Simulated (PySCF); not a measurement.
Gas-phase reaction: SnF₄ + 3 HF → SnH₃F + 3 F₂

Method: PySCF energies (xtb for GFN2) plus ideal-gas RRHO corrections (1 bar). † marks an energy on the PBE0/def2-TZVP geometry and frequencies; other levels use their own. MP2 and CCSD(T) freeze the core. All species are closed-shell singlets. Sn: scalar-relativistic def2 core potential, no spin-orbit coupling. SnH₃F: computed as isolated molecules; such fragments, hydroxides, amides, oligomers or adducts are transient or little studied in the gas. MP2 isn't extrapolated to the basis-set limit. CCSD(T) isn't extrapolated to the basis-set limit.

| level | ΔH°(298 K), kJ |
|---|---|
| BLYP/def2-TZVP† | (withheld) |
| CCSD(T)/def2-TZVPP† | (withheld) |
| GFN2-xTB | 1134 |
| HF/def2-TZVP† | (withheld) |
| MP2/def2-SVP† | 1731 |
| MP2/def2-TZVPP† | 1810 |
| PBE/def2-SVP | 1486 |
| PBE0/def2-SVP† | (withheld) |
| PBE0/def2-TZVP | 1670 |
| LDA/def2-TZVP† | 1638 |

Some entries are withheld; supply them.


- BLYP/def2-TZVP†, ΔH°(298 K), kJ: 1589
- CCSD(T)/def2-TZVPP†, ΔH°(298 K), kJ: 1704
- HF/def2-TZVP†, ΔH°(298 K), kJ: 1815
- PBE0/def2-SVP†, ΔH°(298 K), kJ: 1570
